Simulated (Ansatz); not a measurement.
One change: `[OH][Nb]([F])([F])([F])[Cl]` becomes `[OH][Nb]([F])([F])([F])[F]`.

Ansatz, PBE0-D4/def2-TZVP geometries, multiplicity 1. Each molecule was computed in one conformer, which needn't be the lowest.

Elements past krypton have def2 core potentials.

| property | `[OH][Nb]([F])([F])([F])[Cl]` |
| --- | --- |
| LUMO energy (PBE0/def2-TZVPP) / eV | -3.00 |
| HOMO–LUMO gap (PBE/def2-TZVPP) / eV | 4.13 |
| HOMO energy (ωB97M-V/def2-TZVPP) / eV | -11.47 |
| HOMO energy (PBE0/def2-TZVPP) / eV | -9.24 |
| LUMO energy (B3LYP/def2-TZVPP) / eV | -3.23 |
| ideal-gas entropy at 298 K and 1 bar (rigid rotor, harmonic PBE0-D4/def2-TZVP) / J/(mol·K) | 384 |

What does the change do to each property? (An estimate is asked.)

Ansatz gave: 
```json
{"property": "LUMO energy (PBE0/def2-TZVPP) / eV", "`[OH][Nb]([F])([F])([F])[F]`": "-2.52", "shift": "0.48"}
{"property": "HOMO–LUMO gap (PBE/def2-TZVPP) / eV", "`[OH][Nb]([F])([F])([F])[F]`": "5.66", "shift": "1.53"}
{"property": "HOMO energy (ωB97M-V/def2-TZVPP) / eV", "`[OH][Nb]([F])([F])([F])[F]`": "-13.15", "shift": "-1.68"}
{"property": "HOMO energy (PBE0/def2-TZVPP) / eV", "`[OH][Nb]([F])([F])([F])[F]`": "-10.71", "shift": "-1.47"}
{"property": "LUMO energy (B3LYP/def2-TZVPP) / eV", "`[OH][Nb]([F])([F])([F])[F]`": "-2.77", "shift": "0.46"}
{"property": "ideal-gas entropy at 298 K and 1 bar (rigid rotor, harmonic PBE0-D4/def2-TZVP) / J/(mol·K)", "`[OH][Nb]([F])([F])([F])[F]`": "365", "shift": "-19"}
```

With PBE0 the HOMO falls by 1.47 eV and the LUMO rises by 0.48 eV, so the gap widens by about 1.95 eV. PBE moves the HOMO by -1.09 eV and ωB97M-V by -1.68 eV. Modes under 60 cm⁻¹, often nearly free rotors, make the harmonic entropy too high.

B3LYP here is the variant with VWN-RPA as its local correlation; programs differ in this.
